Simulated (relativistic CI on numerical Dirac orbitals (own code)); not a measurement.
Tl VII: q coefficients and field-shift factors

Method of calculation: Dirac-Coulomb-Breit CI, KLI orbitals optimised for each configuration, derivatives by finite differences, unscaled Slater integrals, QED left out (own radial code, finite nucleus).

Configurations in the expansion (outside the closed core [Kr] 4d10 4f14): 5s2 5p6 5d7, 5s2 5p6 5d6 6s, 5s2 5p6 5d6 5f, 5s2 5p5 5d8, 5s2 5p6 5d5 6s2, 5s2 5p6 5d6 6d, 5s2 5p4 5d9, 5s 5p6 5d8. Levels of other configurations are missing.

With x = (α/α₀)² − 1 an excitation energy changes as ω = ω₀ + qx; K = 2q/ω₀ is the relative enhancement. Terms are leading LS components, so labels can repeat. The field-shift factor is F = δν/δ⟨r²⟩ for the transition from the lowest level.

Lowest level 5s2 5p6 5d7 4F_9/2.

```csv
Level,ω₀ (cm⁻¹),q (cm⁻¹),K,F (GHz/fm²)
5s2 5p6 5d7 2P_3/2,12926.2,-1253,-0.194,1.11
5s2 5p6 5d7 4F_5/2,15660.1,4844,0.619,1.69
5s2 5p6 5d7 4F_7/2,16471.3,17870,2.17,1.95
5s2 5p6 5d7 4F_3/2,25496.6,18510,1.45,3.2
5s2 5p6 5d7 4P_5/2,27352.8,17900,1.31,3.91
5s2 5p6 5d7 2G_9/2,29058.9,14910,1.03,2.07
5s2 5p6 5d7 4P_1/2,31346.6,16600,1.06,3.34
5s2 5p6 5d7 2H_11/2,38758.0,16410,0.847,2.01
5s2 5p6 5d7 2G_7/2,39482.3,20250,1.03,3.78
5s2 5p6 5d7 2D_5/2,45704.7,30960,1.35,5.16
5s2 5p6 5d7 4P_3/2,45739.7,33400,1.46,5.42
5s2 5p6 5d7 2F_5/2,50539.9,13330,0.528,4.76
5s2 5p6 5d7 2P_1/2,52435.6,35570,1.36,4.82
```

At this charge configurations can still be misplaced by up to about 7 % of their energy. Terms inside the open d or f shell come out 10 to 20 % too wide with unscaled integrals. Levels and lines within the n = 5 or 6 shells can be off by up to 10 % or somewhat more, and those that change n by about 2 %, since core polarisation is missing.
